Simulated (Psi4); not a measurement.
C$_{3}$H$_{11}$AlN, charge +1, singlet, at a GFN2-xTB geometry (such geometries of metal compounds can be far from the true shape); MP2/def2-SV(P) (Psi4).

Here is a job for Psi4.
```
memory 2 GB

molecule {
1 1
Al    0.19698989    0.77097361    1.41029709
H    -1.07762603    1.22572635    2.10977938
H     1.65481203    0.92649085    1.82300765
C    -1.49225602   -0.33717125   -0.53865374
N    -0.05144453   -0.16804163   -0.30814978
C     0.63189440   -1.46775421   -0.22387477
C     0.56264674    0.63497813   -1.37684371
H    -1.68799173   -0.84740274   -1.48437584
H    -1.97926488    0.64351859   -0.55438176
H    -1.92971718   -0.91948847    0.27855421
H     1.68133416   -1.31036957    0.04859022
H     0.58982016   -2.00084875   -1.17657030
H     0.16283088   -2.08331492    0.54732063
H     0.50731339    0.12154062   -2.33967735
H     0.04997603    1.59616122   -1.45849561
H     1.61404556    0.82130506   -1.13433165
}

set {
  basis def2-sv(p)
}

energy('mp2')
print_variables()
```

Output, abridged:

```
    SCF Algorithm Type (re)set to DF.

   => Loading Basis Set <=

    Name: DEF2-SV(P)
    Role: ORBITAL
    Keyword: BASIS

         ---------------------------------------------------------
                                   SCF
               by Justin Turney, Rob Parrish, Andy Simmonett
                          and Daniel G. A. Smith
                              RHF Reference
         ---------------------------------------------------------

  ==> Geometry <==

    Molecular point group: c1
    Full point group: C1

    Geometry (in Angstrom), charge = 1, multiplicity = 1:

       Center              X                  Y                   Z               Mass
    ------------   -----------------  -----------------  -----------------  -----------------
         AL           0.190127001014     0.741808273825     1.356956370154    26.981538530000
         H           -1.084488918986     1.196561013825     2.056438660154     1.007825032230
         H            1.647949141014     0.897325513825     1.769666930154     1.007825032230
         C           -1.499118908986    -0.366336586175    -0.591994459846    12.000000000000
         N           -0.058307418986    -0.197206966175    -0.361490499846    14.003074004430
         C            0.625031511014    -1.496919546175    -0.277215489846    12.000000000000
         C            0.555783851014     0.605812793825    -1.430184429846    12.000000000000
         H           -1.694854618986    -0.876568076175    -1.537716559846     1.007825032230
         H           -1.986127768986     0.614353253825    -0.607722479846     1.007825032230
         H           -1.936580068986    -0.948653806175     0.225213490154     1.007825032230
         H            1.674471271014    -1.339534906175    -0.004750499846     1.007825032230
         H            0.582957271014    -2.030014086175    -1.229911019846     1.007825032230
         H            0.155967991014    -2.112480256175     0.493979910154     1.007825032230
         H            0.500450501014     0.092375283825    -2.393018069846     1.007825032230
         H            0.043113141014     1.566995883825    -1.511836329846     1.007825032230
         H            1.607182671014     0.792139723825    -1.187672369846     1.007825032230

  Running in c1 symmetry.

  Rotational constants: A =      0.15744  B =      0.09933  C =      0.09635 [cm^-1]
  Rotational constants: A =   4720.06797  B =   2977.77099  C =   2888.60475 [MHz]
[...]
  @DF-RHF Final Energy:  -415.92515961162235
    Total Energy =                       -415.9251596116223482
[...]

  //>>>>>>>>>>>>>>>>>>>>>>>>>>>>>>>>>>>//
  //               DFMP2               //
  //<<<<<<<<<<<<<<<<<<<<<<<<<<<<<<<<<<<//

   => Loading Basis Set <=

    Name: (DEF2-SV(P) AUX)
    Role: RIFIT
    Keyword: DF_BASIS_MP2

	 --------------------------------------------------------
	                          DF-MP2
	      2nd-Order Density-Fitted Moller-Plesset Theory

	        Rob Parrish, Justin Turney, Andy Simmonett,
	           Ed Hohenstein, and C. David Sherrill
	 --------------------------------------------------------

   => Auxiliary Basis Set <=

  Basis Set: (DEF2-SV(P) AUX)
    Blend: DEF2-SV_P_-RI
    Number of shells: 150
    Number of basis functions: 408
    Number of Cartesian functions: 458
    Spherical Harmonics?: true
    Max angular momentum: 3

	 --------------------------------------------------------
	                 NBF =    96, NAUX =   408
	 --------------------------------------------------------
	   CLASS    FOCC     OCC    AOCC    AVIR     VIR    FVIR
	   PAIRS       0      24      24      72      72       0
	 --------------------------------------------------------

	-----------------------------------------------------------
	 ==================> DF-MP2 Energies <====================
	-----------------------------------------------------------
	 Reference Energy          =    -415.9251596116223482 [Eh]
	 Singles Energy            =      -0.0000000000000000 [Eh]
	 Same-Spin Energy          =      -0.1411934987830684 [Eh]
	 Opposite-Spin Energy      =      -0.4685652274780019 [Eh]
	 Correlation Energy        =      -0.6097587262610704 [Eh]
	 Total Energy              =    -416.5349183378834255 [Eh]
	-----------------------------------------------------------
	 ================> DF-SCS-MP2 Energies <==================
	-----------------------------------------------------------
	 SCS Same-Spin Scale       =       0.3333333333333333 [-]
	 SCS Opposite-Spin Scale   =       1.2000000000000000 [-]
	 SCS Same-Spin Energy      =      -0.0470644995943561 [Eh]
	 SCS Opposite-Spin Energy  =      -0.5622782729736023 [Eh]
	 SCS Correlation Energy    =      -0.6093427725679584 [Eh]
	 SCS Total Energy          =    -416.5345023841903185 [Eh]
	-----------------------------------------------------------

  Variable Map:
  ----------------------------------------------------------------------------
[...]
  Array Variable Map:
  ----------------------------------------------------------------------------
[...]
[...]
```
